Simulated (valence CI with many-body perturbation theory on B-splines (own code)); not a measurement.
# Os²⁷⁺: calculated level list

Method: configuration interaction combined with many-body perturbation theory (CI+MBPT): three valence electrons over a frozen Dirac-Fock core [Kr] 4d10, radial functions for each j: 8 s, 8 p, 9 d, 9 f, 6 g, 3 h, 2 i, with the one-electron correlation potential Σ1, the two-electron term Σ2, the three-electron term Σ3, Breit, model QED; selected CI, second order for the rest (own B-spline code, finite nucleus).

The last digits are not significant, and no measured levels were compared; by estimate large intervals hold to a few tenths of a per cent, small ones and those within an open d or f shell to about a per cent. Core correlation moves these levels by up to 50000 cm⁻¹, and in measured spectra 5 to 20 % of such shifts remained as error; rates that hang on mixing are uncertain with them.

Levels 46 to 64 of 64, with energies above the lowest level, (4f5/2^3) J=9/2. "Leading %" is the weight of the configuration and term that name the level; weights of strongly mixed levels are sums over their largest components and can fall short. In the jj column 3d3/2^4 stands for four electrons in 3d with j = 3/2. Lifetimes count E1, E2, E3, M1 and M2 decay at the calculated energies, and are blank where another channel may lead or the interval is too uncertain; long ones can be off by a factor of two.

```
No.  Configuration  Term     J  E (eV)  Leading %  Second component             Leading jj  Lifetime
 46         4f2.5s    4H  11/2  142.38         86    14 % 4f2.5s 2H  4f5/2 4f7/2 5s (98 %)   2.33 μs
 47         4f2.5s    2H   9/2  142.82         46    46 % 4f2.5s 4H  4f5/2 4f7/2 5s (95 %)   1.30 μs
 48         4f2.5s    4F   7/2  143.78         85    12 % 4f2.5s 2G  4f5/2 4f7/2 5s (99 %)    962 ns
 49         4f2.5s    4F   9/2  144.08         47    34 % 4f2.5s 2G  4f5/2 4f7/2 5s (98 %)   1.10 μs
 50         4f2.5s    2F   5/2  144.61         61    36 % 4f2.5s 4F  4f5/2 4f7/2 5s (94 %)    823 ns
 51         4f2.5s    2G   7/2  144.73         44    43 % 4f2.5s 2F  4f5/2 4f7/2 5s (96 %)    886 ns
 52         4f2.5s    4H  13/2  145.23         92     8 % 4f2.5s 2I      4f7/2^2 5s (61 %)   2.82 μs
 53         4f2.5s    2H  11/2  146.47         76    12 % 4f2.5s 2I      4f7/2^2 5s (51 %)    764 ns
 54         4f2.5s    4P   1/2  148.11         81    10 % 4f2.5s 2P      4f5/2^2 5s (79 %)    488 ns
 55         4f2.5s    2D   5/2  148.20         43    41 % 4f2.5s 4P  4f5/2 4f7/2 5s (86 %)    530 ns
 56         4f2.5s    4F   9/2  148.41         49    48 % 4f2.5s 2G      4f7/2^2 5s (99 %)    981 ns
 57         4f2.5s    2D   3/2  148.46         55    17 % 4f2.5s 4P  4f5/2 4f7/2 5s (77 %)    639 ns
 58         4f2.5s    2F   7/2  149.16         56    33 % 4f2.5s 2G      4f7/2^2 5s (98 %)    742 ns
 59         4f2.5s    4P   3/2  150.02         78    16 % 4f2.5s 2P  4f5/2 4f7/2 5s (96 %)    379 ns
 60         4f2.5s    2I  13/2  150.83         92     8 % 4f2.5s 4H  4f5/2 4f7/2 5s (61 %)    574 ns
 61         4f2.5s    2I  11/2  150.96         87    10 % 4f2.5s 2H  4f5/2 4f7/2 5s (54 %)    471 ns
 62         4f2.5s    2P   1/2  151.02         86    13 % 4f2.5s 4P  4f5/2 4f7/2 5s (93 %)    234 ns
 63         4f2.5s    4P   5/2  153.01         57    39 % 4f2.5s 2D      4f7/2^2 5s (94 %)    372 ns
 64         4f2.5s    2P   3/2  153.92         66    27 % 4f2.5s 2D      4f7/2^2 5s (85 %)    251 ns
```

Where two levels of one J and parity lie close, their mixing, g and order are uncertain.
